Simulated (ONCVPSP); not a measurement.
**Ne: one change to an ONCV potential, before and after**

Ne (Z = 10), optimised norm-conserving Vanderbilt (ONCV), made with ONCVPSP 4.0.1 (PBE, non-relativistic). Core [He], reference 2s2 2p4.5 (charge +1.5). Waves: 2s: rc 0.45 bohr, ncon 3, nbas 6, qcut 15.7 1/bohr, 2 projectors, debl 1.1 Ha; 2p: rc 1.30 bohr, ncon 4, nbas 8, qcut 10.6 1/bohr, 2 projectors, debl 1.2 Ha. Local part: polynomial inside 0.35 bohr (lpopt 5, dvloc0 3 Ha). Core correction: Teter function, fcfact 2, rcfact 1.75.

In the s channel the program set the typed energies aside and used -2.439, 0.250 Ha. In the p channel the program set the typed energies aside and used -1.585, 0.250 Ha.

All-electron outer shells of the reference configuration (PBE, non-relativistic, ld1.x):

```csv
shell,level (eV),outermost node (bohr),outermost maximum (bohr)
1s,-865.64,–,0.10
2s,-66.38,0.22,0.67
2p,-43.14,–,0.59
```

Change: p: qcut 15.7.

Cutoffs: the cutoffs (Ha) at which the residual kinetic energy of the hardest occupied pseudo-wave falls to 1 and 0.1 mHa per electron; they do not see the model core or the augmentation charge, which bear on the density cutoff. Errors are all-electron minus pseudo energies relative to the spin-unpolarised reference configuration.

Q: What does the change do?

A: The potential gets neither clearly harder nor softer (524 Ha and 964 Ha → 524 Ha and 964 Ha); both files keep a bound ghost (s); of the 4 tests that both files solve, the error grows in 0 and shrinks in 4 by more than 15 % and 0.3 meV (median size 77.8 → 37.4 meV).

```csv
quantity,base,changed
"cutoff, loose",524 Ha,524 Ha
"cutoff, tight",964 Ha,964 Ha
loose cutoff by channel,"s 524 Ha, p 43 Ha","s 524 Ha, p 59 Ha"
bound ghosts,s,s
GHOST(+) flags under 300 eV,none,none
"error for 2s2 2p6, meV [ΔE -41.31 eV]",+121,+57
"error for 2s2 2p5, meV [ΔE -18.82 eV]",+23,+11
"error for 2s2 2p4, meV [ΔE 24.46 eV]",+35,+17
"error for 2s2 2p2, meV [ΔE 186.52 eV]",+1714,+901
s: phases at 0.46 bohr within 0.05 rad from the reference energy up to (Ha; the scan ends near 5),to the end of the scan,to the end of the scan
p: phases at 1.32 bohr within 0.05 rad from the reference energy up to (Ha; the scan ends near 5),to the end of the scan,to the end of the scan
"rms error of d²Exc/dni dnj with the model core, mHa",2.56,2.05
```

 A true bound ghost makes a file unfit for plane-wave use even where its test errors are small: the radial tests pick states by their node count and pass the ghost by.
